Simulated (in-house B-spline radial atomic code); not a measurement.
TDHF excitations of Sr III (Sr2+)

Method: TDHF. Computed with an all-electron radial atomic-structure program (B-spline basis): linear response of the closed shell [Ar] 3d10 4s2 4p6 with bare exchange (time-dependent Hartree-Fock); scalar-relativistic (spin-free one-electron X2C), finite nucleus, no spin-orbit coupling, no double excitations, S, P, D and F terms only; shells from n = 2 respond. Only terms of natural parity with L up to 3 were computed.

Command:
```bash
python run_td.py task.json out
```
Settings (radii: box in bohr, nucleus in fm):
```
Z                        38
electrons                36
configuration            [Ar] 3d10 4s2 4p6
hamiltonian              x2c
method                   hf
box_radius               3
wall_radius              3
rms_radius               4.224
intervals                64
```

Cost of the run: 1.7 s on 1 thread of Arm Neoverse N1, with other jobs on the host.

Confined states, up to the first strongly mixed one, which can leave gaps near the end. Labels give the largest channel, * marks a mixed state, and oscillator strengths are full-response dipole values. Energies in eV:

```
      state  full response  Tamm-Dancoff  oscillator strength
 4p → 4d 3P         26.303        26.437                    -
 4p → 4d 3F              ?             ?                    -
 4p → 4d 1F         29.976         30.07                    -
 4p → 4d 1P          37.87         39.70                 5.97
4s → 4d 3D*          49.09         49.18                    -
 4p → 5s 3P          53.25         53.30                    -
 4s → 4d 1D          54.52         54.69                    -
 4p → 5s 1P          54.99         55.04                  1.2
4p → 4f 3D*          60.32         60.32                    -
 4p → 4f 1D          62.89         63.10                    -
 4p → 5p 3S          63.40         63.51                    -
 4p → 5p 3D          67.63         67.68                    -
 4p → 5p 1D          69.12         69.15                    -
 4p → 5p 1S          74.27         74.83                    -
 4s → 5s 3S              ?             ?                    -
 4s → 5s 1S          80.03         80.17                    -
```

Task: Where does 4s → 5s 3S lie?

Result: At 79.20 eV in full response, 79.21 eV in Tamm-Dancoff.

Task: Where does 4p → 4d 3F lie?

Result: At 26.803 eV in full response, 27.279 eV in Tamm-Dancoff.

Task: How large is the singlet-triplet splitting of 4p → 4d (F terms) in Tamm-Dancoff?

Result: 2.79 eV, from the unrounded values.

Task: What polarisabilities and dispersion coefficient does the method give?

Result: Dipole 3.534 bohr³, quadrupole 6.935 bohr⁵, C6 14.4 hartree·bohr⁶ for two such species.
